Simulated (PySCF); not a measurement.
## Electron correlation in F²⁺ (fluorine, charge +2)

[He] 2s2 2p3, high-spin 4S determinant. All numbers are calculated (PySCF 2.14, the spin-free X2C one-electron Hamiltonian (Gaussian nucleus), in aug-cc-pCVTZ-DK). Frozen: 1s2; 5 electrons correlated.

```tsv
level	correlation energy (mhartree)
CCSD	-117.81
(T)	-1.28
CCSD(T)	-119.09
```

Diagnostics: T1 = 0.0029, D1 = 0.0070, largest double amplitude 0.028.

Q: Is a single reference adequate?

A: Yes: T1 lies below 0.03 and no double amplitude reaches 0.07.
